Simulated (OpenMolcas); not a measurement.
## Computed transition rates of Zr II

```
Program             : OpenMolcas 26.06
Method              : MS-CASPT2, IPEA 0.25 Eh, imaginary shift 0.1 Eh (closed shells correlated: 4s 4p)
Basis               : ANO-R3 [8s6p5d3f2g1h]
Scalar Hamiltonian  : X2C, finite nucleus
Active space        : 3 electrons in 6 orbitals (4d 5s)
State averaging     : 2S+1 = 4 even, 20 roots; 2S+1 = 2 even, 70 roots kept (CI in the orbitals of an earlier block)
Spin-orbit coupling : RASSI with atomic mean-field integrals over the reference wave functions, term energies averaged over their components
```

Rates come from the transition moments of the reference wave functions (E1 and E2 in the length form). At fixed line strength A goes as λ^-3 for E1 and M1 and as λ^-5 for E2, so a rate at the computed wavelength can be rescaled to the measured one. Measured vacuum wavelengths follow from level energies in NIST Handbook of Basic Atomic Spectroscopic Data. Branching counts decays inside the model space alone, at computed energies, and the table is only a selection of the M1 lines, drawn from those between levels with measured partners whose computed energy lies within a factor of 1.5 of the measured one.

```tsv
Upper	Lower	Type	λ computed (nm)	λ measured (nm)	A computed (s-1)	A rescaled (s-1)	Branching %
4d2 5s 4F 5/2	4d2 5s 4F 3/2	M1	32930	31780	1.20e-03	1.34e-03	100.0
4d3 4F 5/2	4d3 4F 3/2	M1	27080	30990	2.05e-03	1.37e-03	79.9
4d2 5s 4F 7/2	4d2 5s 4F 5/2	M1	23190	22280	3.46e-03	3.90e-03	100.0
4d3 4F 7/2	4d3 4F 5/2	M1	22410	24710	3.73e-03	2.78e-03	89.0
4d3 4F 9/2	4d3 4F 7/2	M1	20560	21830	3.09e-03	2.58e-03	87.4
4d2 5s 4F 9/2	4d2 5s 4F 7/2	M1	18730	17880	4.11e-03	4.72e-03	100.0
4d3 4F 3/2	4d2 5s 4F 5/2	M1	4595	4429	4.22e-04		51.2
4d3 4F 3/2	4d2 5s 4F 3/2	M1	4032	3887	2.21e-04		26.8
4d2 5s 2F 7/2	4d2 5s 4F 9/2	M1	2330	1944	9.89e-03		40.5
4d2 5s 2F 5/2	4d2 5s 4F 5/2	M1	2172	1839	5.01e-03		20.9
4d2 5s 2F 5/2	4d2 5s 4F 3/2	M1	2037	1738	1.34e-02		56.0
4d2 5s 2F 7/2	4d2 5s 4F 5/2	M1	1902	1625	4.28e-03		17.5
```

Spin-changing lines and M1 lines between different terms are not rescaled, since their strength hangs on the term gaps too.

The largest correction is for 4d3 4F 5/2 → 4d3 4F 3/2 (M1): 2.05e-03 × (27080 / 30990)^3 = 1.37e-03 s-1, a factor of 0.67.

The computed rate and branching of 4d2 5s 4F 5/2 → 4d2 5s 4F 3/2 give the upper level a radiative lifetime of 1.000 / 1.20e-03 s-1 = 8.33e+02 s, counting decays inside the model space alone. The rescaled rate gives about 7.5e+02 s.

These are rates of the free ion; in crystals, glasses and complexes forced electric-dipole and non-radiative decay shorten such lifetimes by orders of magnitude. No measured rate stands beside these. Rescaling mends the energy factor alone: line strengths can still be far off where a level mixes with configurations outside the active space, and weak or spin-changing lines hang on small mixing coefficients that depend on the term gaps too, so rescaling need not improve them.

CASPT2 does not keep the components of a term degenerate, so their means are used; among the terms shown or strongly mixed into the levels shown the widest spread is 830 cm-1 (4d2 5s 2F). Over all roots computed the reference weight is 0.87 to 0.93; the roots of lowest weight are the least certain, and an intruder state may touch them. Terms from blocks run as CI alone lack orbitals of their own. Configurations are named by rounded mean occupations; where the s occupation lies near a half they are strongly mixed, a name can repeat and a true partner stay unpaired. A single d shell beside an s shell can misplace configurations of different d count against each other. The CASPT2 spread within a term exceeds the gap to the next term for 4d3 4F and 4d2 5s 2D(1), so the order of their levels is uncertain, and so are names and mixing where such terms share a J. Computed and measured levels are paired by configuration, term and J; levels that our copy of the source lacks, or whose pairing is in doubt (as where it misses far off the trend of its configuration), stay unpaired. Only configurations of the active space appear.

A number in round brackets counts repeated terms of one configuration in the order of the reference energies.
